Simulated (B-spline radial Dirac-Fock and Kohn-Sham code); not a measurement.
## Xe 4s: cross section and angular parameters

System: the free xenon atom in the configuration 1s2 2s2 2p6 3s2 3p6 3d10 4s2 4p6 4d10 5s2 5p6; threshold 213.2 eV (tabulated edge). Level of theory: Dirac-Hartree-Slater photoionisation with a Latter tail; cross sections with all multipoles, angular parameters from the dipole term and its interference with E2; a radial finite-basis atomic code.

Input of the calculation (task.json; shells as n, l, electrons):

```json
{"items": [{
  "Z": 54,
  "q": 0,
  "cfg": [[1, 0, 2], [2, 0, 2], [2, 1, 6], [3, 0, 2], [3, 1, 6], [3, 2, 10], [4, 0, 2], [4, 1, 6], [4, 2, 10], [5, 0, 2], [5, 1, 6]],
  "A": 132,
  "rrms": 4.7859,
  "do": "xps",
  "hv": [76.0, 90.1, 95.0, 100, 104.0, 108.0, 114.0, 134.0, 200, 292.0, 318.0, 491.0, 570.0, 600, 618.0, 749.0, 787.0, 1000, 1486.9, 1500.0, 3450.0, 4000, 4250.0, 4950.0, 5020.0, 5480.0, 7010.0, 7880.0, 8047.8, 15000],
  "edges": {"K": 34561.0, "L1": 5453.0, "L2": 5107.0, "L3": 4786.0, "M1": 1148.7, "M2": 1002.1, "M3": 940.6, "M4": 689.0, "M5": 676.4, "N1": 213.2, "N2": 146.7, "N3": 145.5, "N4": 69.5, "N5": 67.5}
}]}
```

Command: `python xray2_run.py task.json out`

```tsv
hν (eV)	σ (kb)	β	γ
292	133	1.952	0.347
318	124	1.957	0.371
491	76.5	1.972	0.402
570	62.8	1.975	0.388
600	58.5	1.976	0.381
618	56.1	1.977	0.376
749	42.4	1.979	0.337
787	39.4	1.980	0.326
1000	27.2	1.982	0.259
1486.9	13.9	1.985	0.122
1500	13.7	1.985	0.119
3450	3.06	1.988	-0.106
4000	2.31	1.989	-0.111
4250	2.06	1.989	-0.108
4950	?	?	?
5020	1.49	1.989	-0.082
5480	1.26	1.989	-0.058
7010	0.767	1.989	0.056
7880	0.604	1.989	0.134
8047.8	0.578	1.989	0.150
15000	0.153	1.988	0.866
```

Q: Give the values at 4950 eV.

A: σ = 1.53 kb, β = 1.989, γ = -0.085. For an s subshell δ is negligible.
